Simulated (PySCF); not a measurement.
Input of a run (PBE0-D3(BJ)/def2-SVP geometry optimisation, gas phase (PySCF 2.14.0)), started from GFN2-xTB:
```
{"job": {"xc": "PBE0", "basis": "def2-SVP", "d3": "d3bj", "grid": 1, "kind": "geom"}, "charge": 0, "multiplicity": 1}
B      2.391863     0.354287     1.338309
P      1.712825     1.323550    -0.054034
Si     0.313357    -0.013260    -1.175086
C     -1.084489    -0.443037     0.023752
C     -1.487520    -1.689450     0.231099
C     -1.697970     0.713198     0.751835
H      1.636842    -0.134660     2.088257
H      3.540098     0.332526     1.554329
H      2.761967     1.404627    -0.943939
H     -0.166702     0.806126    -2.296447
H      0.935653    -1.240807    -1.693086
H     -1.051738    -2.525091    -0.290334
H     -2.275166    -1.928393     0.930598
H     -2.444337     0.381960     1.471374
H     -0.923370     1.274169     1.276564
H     -2.168916     1.393199     0.042882
```

Output (energies in Eh, forces in Eh/bohr):
```
step   0  E = -775.26796647  max force = 0.018774
step   1  E = -775.27338042  max force = 0.003302
step   2  E = -775.27352795  max force = 0.000709
step   3  E = -775.27358916  max force = 0.000918
step   4  E = -775.27363994  max force = 0.001151
step   5  E = -775.27369115  max force = 0.000882
step   6  E = -775.27372336  max force = 0.000697
step   7  E = -775.27373606  max force = 0.000532
step   8  E = -775.27374149  max force = 0.000572
step   9  E = -775.27374401  max force = 0.000401
optimisation converged
```

Question: Summarise the run.

Answer: The energy falls by 15.2 kJ/mol over 10 energy and gradient evaluations, the largest force component goes from 0.0188 to 4.0e-04 Eh/bohr, and the atoms move by 0.252 Å rms after alignment. The bond that changes most is P2–H9 (three-coordinate phosphorus to P–H hydrogen), which lengthens by 0.041 Å. Bonds longer at the end by more than 0.005 Å: 13 of 15; shorter: 1. Among the angles that change most is Si3–P2–H9, from 100.8° to 106.2°. Among the dihedrals that turn most is H9–P2–Si3–H10, from -70° to -57°. The energy never rose by more than 1e-6 Eh on the way. The first step brought 94 % of the lowering.

Question: What are the final bond lengths?

Answer: B1–P2 1.848 Å, P2–Si3 2.251 Å, Si3–C4 1.875 Å, C4=C5 1.341 Å, C4–C6 1.501 Å, B1–H7 1.207 Å, B1–H8 1.206 Å, P2–H9 1.419 Å, Si3–H10 1.496 Å, Si3–H11 1.494 Å, C5–H12 1.094 Å, C5–H13 1.097 Å, C6–H14 1.101 Å, C6–H15 1.103 Å, C6–H16 1.103 Å. Numbering counts from 1 in the input's order; the species is `BP[SiH2]C(=C)C`.

The run used 142 basis functions and 67 SCF cycles in all. Time: 87 s of wall time. Hardware: one thread of an Arm Neoverse V1, shared host.

No frequency check. One conformer, not necessarily the lowest.
